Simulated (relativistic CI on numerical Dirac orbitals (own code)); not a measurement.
How well does a small relativistic CI reproduce I6+?

Computed by Dirac-Coulomb-Breit CI, orbitals from a KLI potential per configuration, model QED, valence Slater integrals scaled by 0.9, P86 correlation estimate, and configurations built on the next ion tied to the tabulated ionisation energy (semi-empirical) (own radial code, finite nucleus).

Configuration list (outside the closed core [Kr]): 4d¹⁰5s, 4d¹⁰5p, 4d¹⁰5d, 4d¹⁰6s, 4d¹⁰4f, 4d¹⁰5f, 4d¹⁰5g, 4d¹⁰6p, 4d⁹5s², 4d⁹5s4f, 4d¹⁰6d, 4d⁸5s5p², 4d⁹5p², 4d¹⁰7s, 4d⁹5s5p, 4d¹⁰7p, 4d¹⁰6f, 4d¹⁰7d, 4d⁹4f5p, 4d⁸5s4f², 4d⁹5p5d, 4d⁸5s5d², 4d⁹5s5d, 4d⁸5s²5p. Levels of other configurations are missing.

```csv
Configuration,Term (tabulated),J,Measured (cm⁻¹),Computed,Error,Purity (%)
4d¹⁰5s,2S,1/2,0.0,0,0,98
4d¹⁰5p,2P°,1/2,104960.0,111774,6814,99
4d¹⁰5p,2P°,3/2,119960.0,126235,6275,100
4d¹⁰5d,2D,3/2,274020.0,278174,4154,100
4d¹⁰5d,2D,5/2,276250.0,280339,4089,100
```

Measured levels from Moore, Atomic Energy Levels, vol. III, NSRDS-NBS 35 (1971 reprint of NBS Circular 467, 1958); pairs were made by configuration, J and term (by order where the table uses no LS term), so strongly mixed levels may be paired wrongly. The analysis dates from before 1960.

Mean error by configuration (cm⁻¹): 4d¹⁰5p 6544; 4d¹⁰5d 4122. Over the excited levels the mean absolute error is 5333 cm⁻¹ (4 of the 4 excited levels that our extract of the source holds in range could be paired), and the median relative error of those above 1,000 cm⁻¹ is 3.4 %.
